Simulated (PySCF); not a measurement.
Structure problem from calculated spectra and properties.

Formula: C6H3NO3.

* Rotational structure: rotational constants A, B, C: 1.796, 1.433, 0.797 GHz [GFN2-xTB]
* UV, strongest line: among the 6 lowest singlet transitions: S2 at 4.89 eV (254 nm, f = 0.245) [TDDFT PBE0/def2-SVPD]
* Polarisability: 86.9 au [PBE0/def2-SVPD]
* Dipole: 1.84 D [PBE0/def2-SVPD]
* 1H NMR: chemical shifts (computed TMS as zero) by class: 8.64 (1 H), 6.38 (1 H), 3.96 (1 H) ppm [GIAO PBE0/pcSseg-1]
* Triplet: lowest triplet excitation (Tamm–Dancoff): 3.24 eV [TDA PBE0/def2-SVPD]
* 13C NMR: chemical shifts (computed TMS as zero) by class: 165.5 (1 C), 165.2 (1 C), 154.6 (1 C), 124.2 (1 C), 108.9 (1 C), 74.1 (1 C) ppm [GIAO PBE0/pcSseg-1]
* NMR, other nuclei: isotropic shieldings of nuclei other than C and H, by class: -158 (1 N), -94 (1 O), -85 (1 O), 129 (1 O) ppm [GIAO PBE0/pcSseg-1]
* UV, first state: lowest singlet excitation: 4.69 eV (264 nm, f = 0.000) [TDDFT PBE0/def2-SVPD]

Electronic properties: PySCF, gas phase, density fitting. Levels stand in brackets. One conformer (not necessarily the lowest) at the GFN2-xTB geometry, without solvent, vibrations or thermal averaging. NMR values are class means; diastereotopic atoms form classes of their own.

Task: Propose a structure and show how it fits.

Result: Numbering: `[CH:1]#[C:2][c:3]1[o:4][n:5][cH:6][c:7]1[C:8](=[O:9])[OH:10]`. Its formula, C6H3NO3, gives 6 degrees of unsaturation: 1 ring and 5 π bonds in the structure found (Kekulé form). 6 carbons fall into 6 classes; from least to most shielded: substituted aromatic carbon [C3] (165.5 ppm), carboxylic acid carbon [C8] (165.2 ppm), aromatic CH next to a ring nitrogen [C6] (154.6 ppm), substituted aromatic carbon [C7] (124.2 ppm), terminal alkyne carbon [C1] (108.9 ppm), alkyne carbon [C2] (74.1 ppm). Hydrogen classes from least to most shielded: 1 H on an aromatic CH next to a ring nitrogen, C6 (8.64 ppm), 1 H on an acid hydroxyl oxygen, O10 (6.38 ppm), 1 H on a terminal alkyne carbon, C1 (3.96 ppm). The other shieldings belong to: -158 ppm, pyridine-type nitrogen [N5]; -94 ppm, acid carbonyl oxygen [O9]; -85 ppm, ring oxygen [O4]; 129 ppm, acid hydroxyl oxygen [O10]. S1 is mainly HOMO−1→LUMO (weight 0.90); the largest Löwdin shares of the orbital it empties are 0.61 on the acid carbonyl oxygen, 0.10 on the acid hydroxyl oxygen, 0.07 on the carboxylic acid carbon and 0.05 on a substituted aromatic carbon, of the orbital it fills 0.19 on a substituted aromatic carbon, 0.15 on the terminal alkyne carbon, 0.12 on a substituted aromatic carbon and 0.12 on the ring oxygen. The optimised geometry has point group Cs and is an asymmetric top. Structure: `C#Cc1oncc1C(=O)O`. The assignments are read from this structure; whether some other isomer fits the data as well wasn't checked.

Shape of the structure used: `[CH:1]#[C:2][c:3]1[o:4][n:5][cH:6][c:7]1[C:8](=[O:9])[OH:10]`: C6–C7–C8–O9 180°, H–O10–C8–C7 180°.
